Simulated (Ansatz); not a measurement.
A run on C$_{2}$H$_{7}$GaS, SMILES `CC[S][GaH2]` with other settings.

```yaml
crystal:
  periodic: [false, false, false]
  atoms:
    - {symbol: C, position_ang: [-0.746928, 1.227464, 0.530372]}
    - {symbol: C, position_ang: [-0.127665, -0.061602, 1.025744]}
    - {symbol: S, position_ang: [1.531827, -0.372576, 0.326670]}
    - {symbol: Ga, position_ang: [1.063757, -1.316403, -1.588037]}
    - {symbol: H, position_ang: [-0.934707, 1.182518, -0.544892]}
    - {symbol: H, position_ang: [-1.700887, 1.411098, 1.033526]}
    - {symbol: H, position_ang: [-0.088717, 2.077324, 0.720710]}
    - {symbol: H, position_ang: [0.020800, -0.030494, 2.107170]}
    - {symbol: H, position_ang: [-0.771294, -0.915805, 0.811056]}
    - {symbol: H, position_ang: [2.269237, -1.687918, -2.505153]}
    - {symbol: H, position_ang: [-0.450123, -1.570505, -1.896466]}
basis:
  gaussian: {orbitals: aug-pcseg-2}
total_charge: -1
magnetization: {spin_polarized: true, initial_magnetization: 1}
hamiltonian: {xc: {name: BHLYP}}
output: {forces: true}
```

```sh
$ ansatz run in.yaml --threads 4 --pin off --events-out ev --progress --plain --max-ram 10444MiB
```

Shortened log:

```
Functional definition: BHLYP
1751 factors; their error is unknown
mean field evaluation 1: about -65399.4224 eV, gradient 2.1e1 eV
mean field evaluation 2: about -65400.4528 eV, gradient 1.6e1 eV
mean field evaluation 4: about -65401.6331 eV, gradient 9.7e-1 eV
mean field evaluation 8: about -65402.1377 eV, gradient 3.7e-1 eV
mean field evaluation 16: about -65402.1387 eV, gradient 2.0e-3 eV
mean field evaluation 32: about -65402.1387 eV, gradient 1.8e-5 eV
mean field -65402.13867872 eV, -2403.4842652812 hartree, gradient 5.4e-6 eV, S^2 0.752122; 10 other end points of the search recorded, 0 dependent functions left out
reference -65402.13889018 eV, -2403.4842730522 hartree; 34, 33 occupied and 328, 329 virtual orbitals, 1751 factors
Total energy: -65402.13889018 eV, -2403.4842730522 hartree
Atom 0 at    -0.746928     1.227464     0.530372 Å, force    -0.199356     0.185579    -0.105614 eV/Å
Atom 1 at    -0.127665    -0.061602     1.025744 Å, force     0.152325    -0.176420     0.199713 eV/Å
Atom 2 at     1.531827    -0.372576     0.326670 Å, force     0.115240     0.433566     0.921592 eV/Å
Atom 3 at     1.063757    -1.316403    -1.588037 Å, force    -0.253029    -0.533918    -1.032630 eV/Å
Atom 4 at    -0.934707     1.182518    -0.544892 Å, force     0.097586     0.006058     0.337724 eV/Å
Atom 5 at    -1.700887     1.411098     1.033526 Å, force     0.176897    -0.011226    -0.113365 eV/Å
Atom 6 at    -0.088717     2.077324     0.720710 Å, force    -0.169690    -0.238167    -0.045281 eV/Å
Atom 7 at     0.020800    -0.030494     2.107170 Å, force    -0.122301     0.033779    -0.271711 eV/Å
Atom 8 at    -0.771294    -0.915805     0.811056 Å, force     0.164412     0.243355     0.031495 eV/Å
Atom 9 at     2.269237    -1.687918    -2.505153 Å, force     0.003738     0.014682     0.042683 eV/Å
Atom 10 at    -0.450123    -1.570505    -1.896466 Å, force     0.034179     0.042712     0.035394 eV/Å
Dipole moment:    -0.422845     0.786099     0.993718 e Å
```

Run time 52 s (4 threads of an Intel Xeon Platinum 8488C on a shared host); peak host memory 2.4 GiB.
